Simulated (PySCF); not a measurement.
Compound: CH₇GeNS.
Atom-mapped SMILES: `[CH3:1][S:2][GeH2:3][NH2:4]` (hydrogens: H5, H6, H7 on C1; H8, H9 on Ge3; H10, H11 on N4)

Geometry (PBE0-D3(BJ)/def2-SVP, Å), atoms numbered from 1 in this order:
```xyz
11
CH7GeNS angstrom
C     -1.8958   -0.1574    0.0614
S     -0.8562    0.5067    1.4038
Ge     1.0284    0.7694    0.2734
N      1.4199   -0.8567   -0.4779
H     -2.7865   -0.5960    0.5311
H     -1.3533   -0.9366   -0.4918
H     -2.2120    0.6389   -0.6275
H      0.8761    1.7403   -0.9145
H      2.0403    1.3098    1.3073
H      2.0867   -0.8406   -1.2445
H      1.6706   -1.5903    0.1784
```

Level of theory: PBE0-D3(BJ)/def2-SVP geometry optimisation, gas phase in PySCF.

Masses are those of the commonest isotopes; rigid-rotor values at the optimised geometry. The values belong to one conformer with, in the numbering `[CH3:1][S:2][GeH2:3][NH2:4]`, C1–S2–Ge3–N4 -55°, S2–Ge3–N4–H 162° and -68°.

Give the principal moments of inertia and the rotational constants in MHz.

Ia = 84.37, Ib = 218.79, Ic = 265.79 u·Å²; 505379 MHz·u·Å²/I gives A = 5990, B = 2310, C = 1901 MHz.

What kind of rotor is it?

An asymmetric top. Ray's parameter κ = (2B − A − C)/(A − C) = -0.800; −1 is the prolate and +1 the oblate limit.

Is it planar, by Δ = Ic − Ia − Ib?

Not planar: Δ = Ic − Ia − Ib = -37.37 u·Å². For a rigid frame Δ = −2 Σ m c², so Σ m c² = 18.69 u·Å² lies off the ab plane: 7.69 from hydrogen and 10.99 from heavier atoms. The atom farthest from that plane is 1.66 Å away.

Where do the levels up to J = 2 lie, in K?

Above 0(0,0), as E/k:
J = 1: 1(0,1) 0.202, 1(1,1) 0.379, 1(1,0) 0.398
J = 2: 2(0,2) 0.605, 2(1,2) 0.763, 2(1,1) 0.822, 2(2,1) 1.352, 2(2,0) 1.354
The levels of one J sum to (2J + 1)J(J + 1)(A + B + C)/3.

Which lines would a microwave search look for?

The dipole components are |μa| = 1.56 D, |μb| = 1.36 D, |μc| = 0.18 D. Intensities carry the squares of the components, which stand as 1.00 : 0.76 : 0.01 (a : b : c). Some lines, for components of 0.1 D or more:

```tsv
type	branch	J(Ka,Kc)	MHz	lower level (cm⁻¹)
a	Q	1(1,0) ← 1(1,1)	408	0.263
a	Q	2(1,1) ← 2(1,2)	1225	0.531
b	R	3(1,2) ← 2(2,1)	2184	0.940
c	Q	2(1,2) ← 2(0,2)	3304	0.420
c	Q	1(1,1) ← 1(0,1)	3680	0.140
b	Q	2(1,1) ← 2(0,2)	4529	0.420
b	Q	3(1,2) ← 3(0,3)	5248	0.838
b	R	1(1,1) ← 0(0,0)	7892	0.000
c	R	1(1,0) ← 0(0,0)	8300	0.000
a	R	2(0,2) ← 1(0,1)	8390	0.140
c	Q	3(2,2) ← 3(1,2)	10450	1.013
b	Q	3(2,1) ← 3(1,2)	10609	1.013
b	R	2(1,2) ← 1(0,1)	11695	0.140
a	R	3(1,3) ← 2(1,2)	12002	0.531
b	Q	2(2,1) ← 2(1,2)	12267	0.531
a	R	3(2,1) ← 2(2,0)	12761	0.941
b	Q	3(2,2) ← 3(1,3)	12899	0.931
c	R	2(1,1) ← 1(0,1)	12920	0.140
b	R	3(1,3) ← 2(0,2)	15306	0.420
b	Q	3(3,0) ← 3(2,1)	19285	1.366
b	R	2(2,1) ← 1(1,0)	19872	0.277
c	R	2(2,1) ← 1(1,1)	20281	0.263
b	R	2(2,0) ← 1(1,1)	20313	0.263
c	R	3(2,2) ← 2(1,2)	24901	0.531
c	R	3(3,1) ← 2(2,1)	32077	0.940
b	R	3(3,0) ← 2(2,1)	32078	0.940
```

Estimate the classical rotational partition function at 100 K, 298.15 K and 500 K.

Point group C1, symmetry number σ = 1; q = (√π/σ)·√((kT/h)³/(ABC)), k/h = 20836.6 MHz/K: 32900 at 100 K, 169000 at 298.15 K, 367000 at 500 K.

No frequency check. No vibrational averaging or centrifugal distortion is included, and the geometry carries the error of its method. A rigid rotor knows nothing of inversion at nitrogen or internal rotation, which can split or shift real lines. Quadrupole hyperfine structure (14N) is left out.

Hardware: one thread of an Arm Neoverse V1, shared host with 32 logical CPUs at a one-minute load of 9.8. Cost: 33 s wall, 0.46 GiB resident at most. That covers the optimisation of the geometry.
